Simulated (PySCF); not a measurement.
**Electron correlation in Bi²⁺ (bismuth, charge +2)**

[Xe] 4f14 5d10 6s2 6p1, 2P determinant. Calculation: PySCF 2.14, in ANO-RCC-VTZP; the spin-free X2C one-electron Hamiltonian (Gaussian nucleus). Frozen: [Xe] 4f14 5d10; 3 electrons correlated.

```json
{"level": "CCSD", "correlation energy (mhartree)": "-35.70"}
{"level": "(T)", "correlation energy (mhartree)": "-0.35"}
{"level": "CCSD(T)", "correlation energy (mhartree)": "-36.05"}
```

Diagnostics: T1 = 0.0056, D1 = 0.0131, largest double amplitude 0.073.

Spin-orbit coupling, absent here, splits the open shell strongly.

Cost of the coupled-cluster step: about 3 core-seconds, for 3 correlated electrons.

Iterations:

```
CC2 = 0
CCSD nocc = (np.int64(2), np.int64(1)), nmo = (54, 54)
frozen orbitals [[0, 1, 2, 3, 4, 5, 6, 7, 8, 9, 10, 11, 12, 13, 14, 15, 16, 17, 18, 19, 20, 21, 22, 23, 24, 25, 26, 27, 28, 29, 30, 31, 32, 33, 34, 35, 36, 37, 38], [0, 1, 2, 3, 4, 5, 6, 7, 8, 9, 10, 11, 12, 13, 14, 15, 16, 17, 18, 19, 20, 21, 22, 23, 24, 25, 26, 27, 28, 29, 30, 31, 32, 33, 34, 35, 36, 37, 38]]
max_cycle = 100
direct = 0
conv_tol = 1e-08
conv_tol_normt = 1e-06
diis_space = 8
diis_start_cycle = 0
Init t2, MP2 energy = -0.0279739821871218
Init E_corr(UCCSD) = -0.0279739821871507
cycle = 1  E_corr(UCCSD) = -0.033364740366448  dE = -0.00539075818  norm(t1,t2) = 0.0317185
cycle = 2  E_corr(UCCSD) = -0.0348903140041468  dE = -0.00152557364  norm(t1,t2) = 0.0112885
cycle = 3  E_corr(UCCSD) = -0.0357064782418581  dE = -0.000816164238  norm(t1,t2) = 0.00438315
cycle = 4  E_corr(UCCSD) = -0.0356970541371125  dE = 9.42410475e-06  norm(t1,t2) = 0.000403077
cycle = 5  E_corr(UCCSD) = -0.0356993578182184  dE = -2.30368111e-06  norm(t1,t2) = 3.9018e-05
cycle = 6  E_corr(UCCSD) = -0.0356990615237778  dE = 2.96294441e-07  norm(t1,t2) = 4.5548e-06
cycle = 7  E_corr(UCCSD) = -0.035699159303498  dE = -9.77797202e-08  norm(t1,t2) = 8.21035e-07
cycle = 8  E_corr(UCCSD) = -0.0356991286273433  dE = 3.06761547e-08  norm(t1,t2) = 1.64507e-07
cycle = 9  E_corr(UCCSD) = -0.0356991320817278  dE = -3.45438456e-09  norm(t1,t2) = 3.2043e-08
UCCSD converged
E(UCCSD) = -21527.50387878361  E_corr = -0.03569913208172782
UCCSD(T) correction = -0.000345520554425319
```
